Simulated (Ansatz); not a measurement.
A set of 12 reactions (ligand exchange), with CCSD(T)/CBS values in kJ/mol:

| reaction | ΔE |
| --- | --- |
| `OC(F)(F)[SiH3]` + `CC(F)S` → `CC(F)S[SiH3]` + `OC(F)F` | -83.7 |
| `F[Si](Cl)(Cl)S[SiH2]Cl` + H₂S → `F[Si](S)(Cl)Cl` + `S[SiH2]Cl` | 5.9 |
| `[CH3][AlH][NH]C[SiH3]` + H₂S → `[CH3][AlH][SH]` + `NC[SiH3]` | -24.5 |
| `FB(F)F` + `CNC` → `CN(C)B(F)F` + H–F | 10.7 |
| `[SiH3][SiH2][SiH2][SiH2][GeH3]` + `[OH][Ga]([F])[F]` → `[F][Ga]([F])[O][SiH3]` + `[SiH3][SiH2][SiH2][GeH3]` | -85.1 |
| `CSBO[SiH3]` + H₂S → `[SiH3]OBS` + CH₃SH | 6.7 |
| `B[CH2][GaH][CH3]` + `O=[C](O)[GeH3]` → `BO[C](=O)[GeH3]` + `[CH3][GaH][CH3]` | -65.9 |
| `O[SiH2][SnH2][SiH3]` + `[OH][AlH2]` → `O[SiH2][O][AlH2]` + `[SiH3][SnH3]` | -110.9 |
| `N=C([SiH3])[SiH2]N` + `[NH2][GeH2][NH2]` → `N[SiH2][NH][GeH2][NH2]` + `N=C[SiH3]` | -80.6 |
| `CC[Si]Cl` + H₂S → `CC[Si]S` + HCl | 24.3 |
| `[CH3][AlH][NH]C[SiH3]` + `C[SiH2]O` → `[CH3][AlH][O][SiH2]C` + `NC[SiH3]` | -68.1 |
| `CC(S)N[SiH3]` + `O[AsH2]` → `[SiH3]O[AsH2]` + `CC(N)S` | -37.8 |

Isolated molecules relaxed with PBE0-D4/def2-TZVP in Ansatz; ΔE leaves out vibrations. CCSD(T)/CBS adds triple-zeta CCSD(T) − MP2 to the extrapolated MP2 energy (def2 sets, frozen cores). This one scheme is used for every species. DFT in def2-TZVPP. B3LYP here is the variant with VWN-RPA as its local correlation; programs differ in this. Elements past krypton have def2 core potentials. For As, Ga, Ge, Sn outer-core shells are correlated without core-valence functions, which leaves a few kJ/mol of doubt a bond. Scalar relativity is left out up to krypton. One conformer a species, not always the lowest.

Task: Give the mean, mean absolute and largest difference (level minus CCSD(T)/CBS, kJ/mol) for: PBE-D4, r2SCAN-D4, PBE0-D4, B3LYP-D4, PBE, PBE0, HF/def2-TZVPP, SCS-MP2/def2-TZVPP, CCSD/def2-TZVPP, CCSD(T)/def2-TZVPP, HF/def2-QZVPP, MP2/def2-QZVPP, SCS-MP2/def2-QZVPP, CCSD/CBS(def2). (Best estimate.)

Result: Ansatz gave: 
| level | mean | mean absolute | largest |
| --- | --- | --- | --- |
| PBE-D4 | 7.7 | 8.8 | 28.3 |
| r2SCAN-D4 | 2.3 | 3.2 | 7.3 |
| PBE0-D4 | 3.8 | 5.9 | 18.7 |
| B3LYP-D4 | 1.3 | 2.2 | 4.5 |
| PBE | 6.3 | 9.4 | 22.9 |
| PBE0 | 2.5 | 6.0 | 13.4 |
| HF/def2-TZVPP | -10.9 | 16.9 | -39.4 |
| SCS-MP2/def2-TZVPP | -2.9 | 4.7 | -14.5 |
| CCSD/def2-TZVPP | -2.1 | 3.8 | -10.8 |
| CCSD(T)/def2-TZVPP | -0.5 | 1.8 | -6.8 |
| HF/def2-QZVPP | -11.4 | 17.6 | -42.0 |
| MP2/def2-QZVPP | -1.1 | 2.1 | -6.5 |
| SCS-MP2/def2-QZVPP | -2.8 | 4.1 | -14.3 |
| CCSD/CBS(def2) | -1.6 | 2.4 | -5.5 |

The largest T1 diagnostic in the set is 0.015, for `BO[C](=O)[GeH3]` (customary mark 0.02).

CCSD(T)/CBS is a level of theory with its own doubt, and the functionals carry their triple-zeta basis error, so these figures describe this set and don't rank the functionals.
